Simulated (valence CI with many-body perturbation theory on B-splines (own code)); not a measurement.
The numbers below are computed, except where a source is named.
## Hyperfine factors and g values of In⁴²⁺

Method: relativistic CI+MBPT: five valence electrons over a frozen Dirac-Fock core [He], radial functions for each j: 11 s, 11 p, 10 d, 8 f, 5 g, 2 h, with the one-electron correlation potential Σ1 (screened to all orders), the two-electron term Σ2, the three-electron term Σ3, Breit, model QED; selected single and double excitations, second order for the rest, scaled by the run's own slope (own B-spline code, finite nucleus).

The last digits are not significant, and no measured levels were compared; by estimate large intervals hold to a few tenths of a per cent, small ones and those within an open d or f shell to about a per cent. Among the levels kept, up to 7100 cm⁻¹ of a level comes from second order outside the variational space, and about a tenth of that is noise between levels of different J, which matters for small intervals.

A/g_I is the dipole constant over the nuclear g factor μ/I (μ in nuclear magnetons, uniformly magnetised nucleus), B/Q the quadrupole constant per barn. Both hold the static response of the core; the bare values leave it out. Large factors of s and p1/2 electrons are usually good to 5 to 10 %; those of open d and f shells near neutrality can be off by tens of per cent, and small factors of p3/2, d and f electrons come from cancelling terms and can be off by a factor of two or in sign, in half-filled shells by more. B is blank for J = 1/2, where it vanishes, and for nearly pure S terms. Energies count from the lowest level.

Levels are named by their leading jj configuration (3d3/2^4 stands for four electrons in 3d with j = 3/2), which in mixed levels can hold well under half, so a name can repeat and another be missing. Letters in brackets count levels of one name in rising energy.

```
                             Level  E (eV)      g  A/g_I (MHz)  A/g_I bare  B/Q (MHz/b)  B/Q bare
        (2s^2 2p1/2^2 2p3/2) J=3/2     0.0  1.383       203000      211000       370000    371000
        (2s^2 2p1/2 2p3/2^2) J=3/2   204.8  1.433        -6890        2340        71600     71700
        (2s^2 2p1/2 2p3/2^2) J=5/2   223.3  1.184       450000      453000        -1860     -1860
        (2s^2 2p1/2 2p3/2^2) J=1/2   250.0  0.646      1380000     1370000                       
        (2s 2p1/2^2 2p3/2^2) J=5/2   395.5  1.495      1020000     1020000       147000    147000
        (2s 2p1/2^2 2p3/2^2) J=1/2   455.2  2.151      4110000     4050000                       
              (2s^2 2p3/2^3) J=3/2   455.8  1.277       227000      233000      -443000   -444000
        (2s 2p1/2^2 2p3/2^2) J=3/2   456.6  1.226      -528000     -505000      -142000   -142000
      (2s 2p1/2 2p3/2^3) J=3/2 [a]   619.8  1.519       956000      950000      -320000   -320000
          (2s 2p1/2 2p3/2^3) J=5/2   649.0  1.274      1270000     1260000      -560000   -561000
          (2s 2p1/2 2p3/2^3) J=1/2   679.8  1.451     -1210000    -1170000                       
      (2s 2p1/2 2p3/2^3) J=3/2 [b]   691.5  1.079        91000      103000       -35200    -35300
                (2s 2p3/2^4) J=1/2   902.4  1.687      4150000     4080000                       
           (2p1/2^2 2p3/2^3) J=3/2   902.7  1.319       205000      217000      -408000   -409000
             (2p1/2 2p3/2^4) J=1/2  1125.9  0.646      1380000     1360000                       
           (2s^2 2p1/2^2 3s) J=1/2  3713.9  2.029      1200000     1180000                       
        (2s^2 2p1/2^2 3p1/2) J=1/2  3771.6  0.660       389000      386000                       
        (2s^2 2p1/2^2 3p3/2) J=3/2  3843.7  1.334        61600       63900       105000    105000
        (2s^2 2p1/2^2 3d3/2) J=3/2  3901.2  0.785        36500       36400        15900     16200
   (2s^2 2p1/2 2p3/2 3s) J=3/2 [a]  3923.2  1.671       314000      317000       263000    263000
        (2s^2 2p1/2^2 3d5/2) J=5/2  3925.7  1.212        64200       64300        35700     36000
       (2s^2 2p1/2 2p3/2 3s) J=1/2  3929.6  1.294      -488000     -470000                       
       (2s^2 2p1/2 2p3/2 3s) J=5/2  3939.6  1.330       595000      594000       300000    301000
   (2s^2 2p1/2 2p3/2 3s) J=3/2 [b]  3942.7  0.993       412000      417000       207000    208000
    (2s^2 2p1/2 2p3/2 3p1/2) J=1/2  3980.5  1.707      -221000     -207000                       
(2s^2 2p1/2 2p3/2 3p1/2) J=3/2 [a]  3985.7  1.146       303000      307000        66700     66900
    (2s^2 2p1/2 2p3/2 3p1/2) J=5/2  3996.7  1.092       485000      487000       324000    325000
(2s^2 2p1/2 2p3/2 3p1/2) J=3/2 [b]  4017.8  1.361       315000      322000       364000    365000
(2s^2 2p1/2 2p3/2 3p3/2) J=5/2 [a]  4044.6  1.432        42800       48200       439000    440000
(2s^2 2p1/2 2p3/2 3p3/2) J=1/2 [a]  4049.7  1.663      -324000     -315000                       
(2s^2 2p1/2 2p3/2 3p3/2) J=3/2 [a]  4055.1  1.186       403000      404000      -256000   -256000
    (2s^2 2p1/2 2p3/2 3p3/2) J=7/2  4061.5  1.246       316000      318000       445000    446000
(2s^2 2p1/2 2p3/2 3p3/2) J=3/2 [b]  4066.5  1.385       149000      155000        76900     77000
(2s^2 2p1/2 2p3/2 3p3/2) J=5/2 [b]  4075.6  1.234       492000      492000        37100     37200
(2s^2 2p1/2 2p3/2 3p3/2) J=1/2 [b]  4088.4  0.670      1340000     1330000                       
       (2s 2p1/2^2 2p3/2 3s) J=5/2  4090.6  1.632      1020000     1020000       321000    322000
   (2s 2p1/2^2 2p3/2 3s) J=3/2 [a]  4107.5  1.536      1220000     1220000       216000    216000
(2s^2 2p1/2 2p3/2 3d3/2) J=3/2 [a]  4111.5  0.935        88400       90200      -200000   -201000
(2s^2 2p1/2 2p3/2 3d3/2) J=5/2 [a]  4113.4  0.977       219000      220000       -44000    -43900
(2s^2 2p1/2 2p3/2 3d3/2) J=1/2 [a]  4114.7  0.229       304000      294000
```

**Question.** Take the isotope of mass number 115, with I = 9/2, μ = 5.5326 μN and Q = 0.772 b. What is the hyperfine structure of (2s^2 2p1/2 2p3/2^2) J=5/2?

**Answer.** From the table A = 553000 MHz, B = -1430 MHz. Shifts from the centre of gravity in MHz: F = 2: -7600000, F = 3: -5940000, F = 4: -3730000, F = 5: -967000, F = 6: 2350000, F = 7: 6220000.
